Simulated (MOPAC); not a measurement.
Input file for MOPAC: PM6 on HBr, a point of a bond scan (R = 1.282 Å).

```
PM6 1SCF PRECISE CHARGE=0 THREADS=1
BrH

Br    -0.00000000 1    -0.00000000 1    -0.03957816 1
H      0.00000000 1     0.00000000 1     1.24275419 1
```

The log:

```
*******************************************************************************
 **                                                                           **
 **                              MOPAC v23.2.5                                **
 **                                                                           **
 *******************************************************************************
 ** MOPAC's Digital Object Identifier: https://doi.org/10.5281/zenodo.6511958 **
 **                                                                           **
 ** Please cite the open-source release paper for use of this MOPAC version:  **
 ** J. E. Moussa and J. J. P. Stewart (2026)                                  **
 ** MOPAC: An open-source semiempirical molecular orbital program             **
 ** J. Open Source Softw., 11(119), 8025, https://doi.org/10.21105/joss.08025 **
 *******************************************************************************

                              PM6 CALCULATION RESULTS

 *******************************************************************************
 *  PM6        - The PM6 Hamiltonian to be used
 *
 *
 *
 *                 CHARGE ON SYSTEM = 0
 *
 *
 *
 *  PRECISE    - TIGHTER CRITERIA TO BE USED
 *  1SCF       - DO 1 SCF AND THEN STOP
 *  THREADS=1  - MULTI-THREADING NOT USED
 *  T=         - A TIME OF 172800.0 SECONDS REQUESTED
 *  DUMP=N     - RESTART FILE WRITTEN EVERY 7200.0 SECONDS REQUESTED
 *******************************************************************************
PM6 1SCF PRECISE CHARGE=0 THREADS=1
 BrH

   ATOM   CHEMICAL          X               Y               Z
  NUMBER   SYMBOL      (ANGSTROMS)     (ANGSTROMS)     (ANGSTROMS)

     1      Br         -0.00000000  *  -0.00000000  *  -0.03957816  *
     2       H          0.00000000  *   0.00000000  *   1.24275419  *



          CARTESIAN COORDINATES

    NO.       ATOM           X           Y           Z

     1        Br         -0.0000     -0.0000     -0.0396
     2         H          0.0000      0.0000      1.2428

 General Reference for PM6:
 "Optimization of Parameters for Semiempirical Methods V: Modification of NDDO Approximations
 and Application to 70 Elements", J. J. P. Stewart, J. Mol. Mod., 13, 1173-1213 (2007)
 URL: https://link.springer.com/article/10.1007/s00894-007-0233-4

           Empirical Formula: H Br  =     2 atoms



      MOLECULAR POINT GROUP   :   C*v


      RHF CALCULATION, NO. OF DOUBLY OCCUPIED LEVELS = 4


 -------------------------------------------------------------------------------
 PM6 1SCF PRECISE CHARGE=0 THREADS=1
 BrH



     1SCF WAS SPECIFIED, SO BFGS WAS NOT USED
     SCF FIELD WAS ACHIEVED


                              PM6 CALCULATION
                                                       MOPAC v23.2.5 Linux




          FINAL HEAT OF FORMATION =         -6.64212 KCAL/MOL =     -27.79061 KJ/MOL


          COSMO AREA              =         59.70 SQUARE ANGSTROMS
          COSMO VOLUME            =         43.10 CUBIC ANGSTROMS

          IONIZATION POTENTIAL    =         11.172071 EV
          HOMO LUMO ENERGIES (EV) =        -11.172  1.834
          NO. OF FILLED LEVELS    =          4
          MOLECULAR WEIGHT        =         80.9119         POINT GROUP:  C*v

          MOLECULAR DIMENSIONS (Angstroms)

            Atom       Atom       Distance
            H     2   Br     1     1.28233
            H     2   Br     1     0.00000
           Br     1    H     2     0.00000


          SCF CALCULATIONS        =          1





   ATOM   CHEMICAL          X               Y               Z
  NUMBER   SYMBOL      (ANGSTROMS)     (ANGSTROMS)     (ANGSTROMS)

     1      Br         -0.00000000  *  -0.00000000  *  -0.03957816  *
     2       H          0.00000000  *   0.00000000  *   1.24275419  *

                             CARTESIAN COORDINATES

   1   Br       -0.000000000    -0.000000000    -0.039578160
   2    H        0.000000000     0.000000000     1.242754190


           Empirical Formula: H Br  =     2 atoms



      MOLECULAR POINT GROUP   :   C*v


                  EIGENVALUES
 -28.22872 -15.42949 -11.17207 -11.17207   1.83405 113.08981 113.08981 113.20781
 113.52219 113.52219


              NET ATOMIC CHARGES AND DIPOLE CONTRIBUTIONS

  ATOM NO.   TYPE          CHARGE      No. of ELECS.   s-Pop       p-Pop       d-Pop
    1         Br          -0.155201        7.1552     1.96782     5.18466     0.00273
    2          H           0.155201        0.8448     0.84480
 DIPOLE           X         Y         Z       TOTAL
 POINT-CHG.     0.000     0.000     0.956     0.956
 HYBRID         0.000    -0.000    -0.160     0.160
 SUM            0.000    -0.000     0.796     0.796


          ATOMIC ORBITAL ELECTRON POPULATIONS

     Atom    s        px        py        pz      x^2-y^2     xz        z^2       yz        xy
    1 Br   1.96782   1.99992   1.99992   1.18481   0.00000   0.00008   0.00257   0.00008   0.00000
    2  H   0.84480

 **********************
 *                    *
 * JOB ENDED NORMALLY *
 *                    *
 **********************




 == MOPAC DONE ==
```

The run finished.

Cost: around 0.020 core-seconds (rough).
